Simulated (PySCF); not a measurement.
Some computed properties have been withheld. Give your best values.

C6H7OP.
SMILES: `COc1ccccp1`

Conformer (atom-mapped SMILES and torsion angles): `[CH3:1][O:2][c:3]1[cH:4][cH:5][cH:6][cH:7][p:8]1`: C1–O2–C3–C4 -179°.

```csv
property,level,value
point group,PBE0-D3(BJ)/def2-SVP,Cs
"rotational constants A, B, C",PBE0-D3(BJ)/def2-SVP,"3.490, 1.463, 1.038 GHz"
dipole moment,CAM-B3LYP/def2-SVPD,0.30 D
HOMO energy,CAM-B3LYP/def2-SVPD,?
LUMO energy,CAM-B3LYP/def2-SVPD,-0.28 eV
lowest singlet excitation,TDDFT CAM-B3LYP/def2-SVPD,?
strongest line among the 10 lowest singlet transitions,TDDFT CAM-B3LYP/def2-SVPD,"S4 at 5.84 eV (212 nm, f = 0.399)"
lowest triplet excitation (Tamm–Dancoff),TDA CAM-B3LYP/def2-SVPD,?
static isotropic polarisability,CAM-B3LYP/def2-SVPD,99.9 au
vertical ionisation energy,ΔSCF CAM-B3LYP/def2-SVPD,8.35 eV
electronic spatial extent ⟨r²⟩ about the centre of nuclear charge,CAM-B3LYP/def2-SVPD,?
13C chemical shifts (computed TMS as zero) by class,GIAO HF/pcSseg-1,"213.8 (1 C), 170.0 (1 C), 143.2 (1 C), 133.7 (1 C), 130.2 (1 C), 52.9 (1 C) ppm"
1H chemical shifts (computed TMS as zero) by class,GIAO HF/pcSseg-1,?
"isotropic shieldings of nuclei other than C and H, by class",GIAO HF/pcSseg-1,"223 (1 O), 195 (1 P) ppm"
```

Electronic properties: PySCF, gas phase, density fitting. One conformer (not necessarily the lowest) at the PBE0-D3(BJ)/def2-SVP geometry, without solvent or vibrations. NMR classes are plain means over equivalent atoms (diastereotopic ones count apart unless rotation or inversion swaps them), as if these changed places fast; in this geometry the members of some classes differ.

(1) The lowest triplet excitation (Tamm–Dancoff)?

(2) The 1H chemical shifts (computed TMS as zero) by class?

(3) The lowest singlet excitation?

(4) Give the electronic spatial extent ⟨r²⟩ about the centre of nuclear charge.

(5) What is the HOMO energy?

Answers

(1) 3.13 eV.

(2) 8.86 (1 H), 7.87 (1 H), 7.73 (1 H), 7.63 (1 H), 3.75 (3 H) ppm.

(3) 4.46 eV (278 nm, f = 0.043).

(4) 1112 bohr².

(5) -7.70 eV.

The ΔSCF ionisation energy exceeds −ε(HOMO) by 0.65 eV with CAM-B3LYP. The vertical singlet–triplet gap S1 − T1 is 1.33 eV (TDDFT singlet less Tamm–Dancoff triplet; S1: HOMO→LUMO, weight 0.74; T1: HOMO→LUMO, weight 0.73). The principal polarisabilities are 62.3, 107.5 and 129.9 au; their mean is the isotropic value. The polarisability is 14.81 Å³ as a volume (1 au = 0.148185 Å³), or 1.51 au for each of the 66 electrons. No computed singlet falls in the visible range (750 to 380 nm, 1.65 to 3.26 eV); S1 lies 1.20 eV above its blue end. The 10 singlets span 4.46 to 7.05 eV, and their oscillator strengths add up to 0.87.
